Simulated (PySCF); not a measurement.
Start geometry of `[NH3+][BH2-]CO` from a GFN2-xTB structure with every atom displaced at random (by about 0.01 Å) (Å):
```
atom  x, y, z in Å
N1     1.3269   -0.2539    0.3477
B2     0.2185   -0.0899   -0.8822
C3    -1.0467    0.5783   -0.0772
O4    -1.2113   -0.1482    1.1639
H5     1.8023    0.6365    0.4667
H6     1.9547   -0.9890    0.2247
H7     0.6811   -0.3888    1.1371
H8     0.6992    0.6193   -1.7272
H9    -0.0192   -1.1889   -1.2288
H10   -1.9673    0.6125   -0.6221
H11   -0.8282    1.5993    0.2718
H12   -1.5702   -1.0153    0.9164
```

Question: What comes out of this run: PySCF, PBE0-D3(BJ)/def2-SVP geometry optimisation, gas phase?

Answer: 
```
atom  x, y, z in Å
N1     1.1460    0.0591    0.2932
B2     0.0537    0.1574   -0.9140
C3    -1.2314    0.7461   -0.1332
O4    -1.4475   -0.0164    1.0737
H5     1.5876    0.9548    0.4999
H6     1.8734   -0.6380    0.1469
H7     0.5536   -0.2043    1.0984
H8     0.5123    0.8552   -1.8099
H9    -0.1280   -1.0115   -1.2603
H10   -2.1461    0.7586   -0.7539
H11   -1.0907    1.7870    0.2110
H12   -1.7097   -0.8988    0.7863
```

The energy falls by 14.8 kJ/mol over 8 energy and gradient evaluations, the largest force component goes from 0.0398 to 2.7e-04 Eh/bohr, and the atoms move by 0.051 Å rms after alignment. The bond that changes most is B2–H9 (four-coordinate boron to B–H hydrogen), which lengthens by 0.056 Å. Bonds longer at the end by more than 0.005 Å: 4 of 11; shorter: 3. Among the angles that change most is B2–N1–H5, from 108.2° to 112.8°. Rotational constants go from 11627, 5589, 4359 to 11847, 5493, 4358 MHz. The orientation of the end geometry is arbitrary; only internal coordinates are fixed.

The run used 96 basis functions and 51 SCF cycles in all.

No PBE0-D3(BJ)/def2-SVP frequencies stand behind this structure, so it isn't proved a minimum. The numbers are those of one conformer.
